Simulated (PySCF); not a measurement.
Static response to an electric field

C₆H₁₀O₂.
Atom-mapped SMILES: `[CH3:1]/[CH:2]=[CH:3]\[CH2:4][O:5][C:6]([CH3:7])=[O:8]` (hydrogens: H9, H10, H11 on C1; H12 on C2; H13 on C3; H14, H15 on C4; H16, H17, H18 on C7)

Cartesian coordinates in Å at the GFN2-xTB level; atoms count from 1:
```xyz
18
C6H10O2 angstrom
C     -3.1298    0.5943   -0.2851
C     -2.2160   -0.5371    0.0472
C     -0.9316   -0.6531   -0.2518
C     -0.0832    0.3352   -0.9923
O      1.1780    0.5109   -0.3388
C      2.1843   -0.2873   -0.7083
C      3.4142   -0.0075    0.1163
O      2.1088   -1.1119   -1.5802
H     -2.6016    1.4449   -0.7046
H     -3.6603    0.9143    0.6109
H     -3.8762    0.2620   -1.0066
H     -2.6930   -1.3509    0.5785
H     -0.3927   -1.5440    0.0420
H      0.1030   -0.0302   -2.0111
H     -0.5325    1.3282   -1.0296
H      3.4078   -0.6669    0.9823
H      3.4086    1.0218    0.4607
H      4.3035   -0.2164   -0.4707
```

Level: B3LYP/def2-SVPD (PySCF), static field, nuclei fixed, core orbitals frozen in the response. The polarisability tensor in these axes (au):

```
x   110.42  -5.88  -2.75
y    -5.88  69.63   1.73
z    -2.75   1.73  67.57
```

Problem. Give the principal values, the mean and the anisotropy Δα = √{½[(α1 − α2)² + (α2 − α3)² + (α1 − α3)²]}.

Solution. Principal values 66.58, 69.59 and 111.45 au; mean 82.54 au = 12.23 Å³ = 13.61 × 10⁻⁴⁰ C²·m²/J; Δα = 43.45 au (53 % of the mean).

Problem. What is the dipole moment, and where does it point?

Solution. (-1.03, 1.43, 1.32) D, 2.20 D in size, pointing from the negative to the positive side. Measured along this direction, the outermost atoms are O8 at the negative end and H10 at the positive end.

Problem. Give the principal axes and the span of the nuclei along them.

Solution. Largest value along (0.99, -0.14, -0.07), where the nuclei span 8.11 Å; middle along (0.16, 0.85, 0.51), 3.05 Å; least along (-0.02, -0.51, 0.86), 2.94 Å. 

Problem. Rayleigh depolarisation ratio (linearly polarised light, static tensor)?

Solution. ρ = 3Δα²/(45ᾱ² + 4Δα²) = 5663.9/(306578 + 7551.9) = 0.018.

Problem. Find the Langevin capture rate constant for NO+ (29.998 u) meeting this molecule (114.068 u), k = 2.342 × 10⁻⁹ cm³/s × √(α in Å³ / reduced mass in u).

Solution. The reduced mass is 23.75 u, so k = 1.68 × 10⁻⁹ cm³/s. The formula leaves out the permanent dipole, which adds to the capture rate.

Problem. How large is μ²/3kT at 298 K beside α?

Solution. In Gaussian units μ²/3kT = 39.11 Å³ against 12.23 Å³, a ratio of 3.20; the Debye molar polarisation (4π/3)N_A(α + μ²/3kT) is 129.5 cm³/mol, leaving out the vibrational part.

Geometry: GFN2-xTB, one conformer, isolated molecule.

These values come from a run that also computed excited states. The run took 52 s of wall time on Arm Neoverse V1, one thread, no GPU (shared host).
